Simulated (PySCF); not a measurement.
Numbering as in the mapped SMILES `[CH3:1][CH2:2][NH:3][SiH3:4]`. Each H is labelled by its parent atom.

Geometry: PBE0-D3(BJ)/def2-SVP; GIAO absolute shieldings from PySCF 2.14, gas phase, non-relativistic, averaged over equivalent atoms.

At KT3/pcSseg-2 (277 basis functions, 42 s wall time on 1 thread of an Arm Neoverse V1, shared host):
```
 atoms  σ (ppm)
    C2    135.3
    C1    158.5
    N3    227.2
   Si4    414.7
H(Si4)    26.69
 H(C2)    28.41
 H(C1)    30.31
 H(N3)    31.59
```

Estimate the result of repeating the calculation with OPBE/pcSseg-2.

Results:


| atoms | σ at OPBE/pcSseg-2 | change |
| --- | --- | --- |
| C2 | 139.5 | +4.2 |
| C1 | 162.6 | +4.1 |
| N3 | 234.3 | +7.1 |
| Si4 | 408.0 | -6.7 |
| H(Si4) | 26.37 | -0.32 |
| H(C2) | 28.28 | -0.13 |
| H(C1) | 30.21 | -0.10 |
| H(N3) | 31.46 | -0.13 |

The largest change is at N3 (nitrogen bonded to C, Si, H). Cost: 277 basis functions, 43 s wall time on 1 thread of an Arm Neoverse V1, shared host.
